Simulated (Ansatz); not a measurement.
A structure relaxed at PBE-D4/def2-SVP in Ansatz, charge 0, doublet:

```xyz
15

Mo    1.045   -0.987   -0.124
Mo   -1.728   -0.709    0.599
Mo    0.214    1.573    0.142
Se    3.099   -2.736   -0.073
Se    2.458    0.851    0.626
Se    1.764   -2.382   -2.015
Se    0.074   -1.996    1.794
Se   -2.962   -2.491   -0.154
Se   -0.964    1.373    2.128
Se   -0.799    0.041   -1.535
Se   -3.965    0.438    0.904
Se    0.109    3.729   -1.042
H     4.222   -1.815   -0.441
H    -3.533    1.788    1.384
H     0.966    3.324   -2.193
```

(1) Give its formula.

(2) Summarise the bond lengths by kind (pairs closer than 1.2 times the sum of covalent radii, bridged metal pairs left out).

## Answers

(1) Mo₃H₃Se₉.

(2) 14 × Mo–Se 2.29 to 2.70 Å; 1 × Se–Se 2.38 Å; 3 × H–Se 1.49 to 1.50 Å.

In the def2 sets Mo takes a core potential; there is no spin–orbit coupling.
